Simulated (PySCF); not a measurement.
# One molecule, several mistakes: Al2BH6N

These are calculations, not measurements. The program is PySCF 2.14.0, an open-source quantum chemistry code, run on an isolated molecule that a program drew, which may never have been made. The molecule is Al2BH6N (charge 0, singlet), drawn as the SMILES string `[BH2][AlH][NH][AlH2]`.

Each row is a Hartree-Fock (HF) and frozen-core CCSD(T) single point in the cc-pV(D+d)Z basis, meant for a local HF minimum. Run 1 is clean. Each other run has one planted mistake out of seven kinds, and not every kind appears here: one electron removed, one electron added, multiplicity raised by two, geometry at a saddle point, minimal basis STO-3G, one bond length entered in bohr, all coordinates scaled. The reference is restricted for singlets and unrestricted otherwise, and also for a bond in bohr. Adding or removing an electron swaps singlet and doublet. Electrons count all cores. HOMO and LUMO are orbital energies over both spins, the gradient is its largest component, and the lowest frequency (negative if imaginary) is given only where the gradient is small. Bond lengths are over the 9 bonds as drawn. T1 is the CCSD diagnostic: over 0.02 (restricted) or 0.045 (unrestricted) a single reference is doubtful.

Geometry of the clean run:
```xyz
10
Al2BH6N, angstrom
B     0.2533    1.3170   -0.8846
Al    1.5151   -0.1167    0.1108
N     1.5889   -1.8304   -0.4168
Al    2.5252   -3.2180    0.2067
H     0.6308    1.9847   -1.8144
H    -0.8848    1.5292   -0.5488
H     2.4277    0.2791    1.3462
H     1.0004   -2.0608   -1.2041
H     3.4888   -3.0054    1.4368
H     2.3621   -4.6265   -0.4937
```

| run | electrons | basis functions | <S^2> | HOMO (eV) | LUMO (eV) | gradient (hartree/bohr) | lowest frequency (cm^-1) | mean bond (Å) | longest bond (Å) | T1 | HF (hartree) | CCSD(T) (hartree) | mistake |
|---|---|---|---|---|---|---|---|---|---|---|---|---|---|
| 1 | 44 | 104 | 0.000 | -10.08 | 1.36 | 2.2e-05 | 75 | 1.5444 | 2.154 | 0.0135 | -566.48751 | -566.93426 | no fault |
| 2 | 44 | 104 | 0.000 | -10.09 | 0.61 | 1.5e-05 | -130 | 1.5460 | 2.172 | 0.0135 | -566.48534 | -566.93234 | geometry at a saddle point |
| 3 | 44 | 104 | 0.000 | -10.15 | 1.40 | 3.0e-02 | - | 1.4888 | 2.076 | 0.0125 | -566.47581 | -566.91884 | all coordinates scaled |
| 4 | 44 | 104 | 2.013 | -7.65 | -0.60 | 3.2e-02 | - | 1.5444 | 2.154 | 0.0174 | -566.40052 | -566.83714 | ? |

**Which mistake was planted in run 4, and what did it cost?**

Electrons, basis and geometry are unchanged, and <S^2> is 2.013, beside S(S+1) = 2.00 for a multiplicity of 3. So the mistake is: multiplicity raised by two. Subtracting run 1 and multiplying by 627.51 kcal/mol a hartree, the energy moved by 54.6 kcal/mol in HF and 60.9 kcal/mol in CCSD(T).

